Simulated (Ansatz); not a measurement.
`N#[C][GeH3]` + `[OH][GaH2]` → `N#C[O][GaH2]` + GeH₄  (substitution at a C–Ge bond)

Program: Ansatz. Geometries: PBE0-D4/def2-TZVP. ΔE: electronic, gas phase. CBS: MP2 limit from def2 TZ/QZ plus the TZ coupled-cluster correction, frozen cores. Functionals use def2-TZVPP. B3LYP here is the variant with VWN-RPA as its local correlation; programs differ in this. For Ga, Ge outer-core shells are correlated without core-valence functions, which leaves a few kJ/mol of doubt a bond. Scalar relativity is left out up to krypton.

`N#[C][GeH3]`:

```xyz
6

N    -2.050    0.667   -1.193
C    -1.092    0.355   -0.636
Ge    0.509   -0.165    0.296
H     1.334    1.104    0.504
H     1.231   -1.176   -0.594
H     0.069   -0.784    1.622
```

`[OH][GaH2]`:

Cartesian coordinates in Å:
```
O -0.279 -0.575 -1.104
Ga 0.018 0.425 0.348
H 0.016 -1.483 -1.021
H 0.709 -0.265 1.571
H -0.463 1.898 0.206
```

`N#C[O][GaH2]`:

```xyz
6

N    -0.503    2.548   -0.223
C    -0.626    1.436    0.075
O    -0.784    0.222    0.415
Ga    0.407   -1.123   -0.010
H     1.625   -0.628   -0.826
H    -0.119   -2.456    0.569
```

GeH₄:

Z-matrix (Å, degrees):
```
Ge
H 1 1.534
H 1 1.534 2 109.5
H 1 1.534 2 109.5 3 -120.0
H 1 1.534 2 109.5 3 120.0
```

```json
{"level": "LDA (SPW92)", "ΔE (kJ/mol)": "44.9"}
{"level": "B3LYP-D4", "ΔE (kJ/mol)": "60.3"}
{"level": "r2SCANh-D4", "ΔE (kJ/mol)": "59.4"}
{"level": "r2SCAN0-D4", "ΔE (kJ/mol)": "59.9"}
{"level": "CAM-B3LYP-D4", "ΔE (kJ/mol)": "63.0"}
{"level": "CCSD(T)/def2-SVP", "ΔE (kJ/mol)": "58.9"}
{"level": "CCSD(T)/def2-TZVPP", "ΔE (kJ/mol)": "80.3"}
{"level": "HF/CBS(def2)", "ΔE (kJ/mol)": "63.8"}
```

Q: What does CCSD(T)/CBS give? (Best estimate.)

A: Computed: +83.6 kJ/mol. The listed levels differ from it by -38.7, -23.3, -24.2, -23.7, -20.6, -24.7, -3.3, -19.8 kJ/mol.

Largest T1 diagnostic among the species: 0.015.

Leaving LDA and LC-ωPBE aside and taking each functional with its dispersion term where it has one, the values, not all of them listed here, spread over 16.8 kJ/mol, from revPBE-D4 to ωB97M-V. LDA lies −10.8 kJ/mol from PBE without D4. In def2-TZVPP, CCSD(T) changes the Hartree–Fock value by +16.1 kJ/mol (the triples alone add +0.3 kJ/mol) and MP2 by +21.4 kJ/mol.
